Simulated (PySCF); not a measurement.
## The first ionisation energy along group 10

Calculated with PySCF 2.14 from differences of total energies of unrestricted determinants, without spin-orbit coupling. Values in eV. The last column holds reference values (NIST; (s) semi-empirical, (t) theoretical, else measured). Unmarked ones compare directly (S terms, centres of terms, or small fine structure); those marked * lie between the lowest fine-structure levels and include a spin-orbit shift.

```
                                                       element                     configurations    UHF  MP2 (valence)  SCS-MP2 (valence)  reference
                               Ni (def2-SVP, non-relativistic)            [Ar] 3d8 4s2 → [Ar] 3d9  8.102          6.796              7.066    7.640 *
Pd (def2-SVP with the def2 core potential (28 electrons), ECP)               [Kr] 4d10 → [Kr] 4d9  6.270          7.893              7.719      8.512
Pt (def2-SVP with the def2 core potential (60 electrons), ECP)  [Xe] 4f14 5d9 6s1 → [Xe] 4f14 5d9  7.579          8.670              8.505    8.959 *
```

"Valence" correlates the outer s and p shells and, in groups 3 to 12 and the f block, the outer d or f shell, open or full, or the next shell where the ion has no valence electron left; the wider scheme adds the next inner shell.
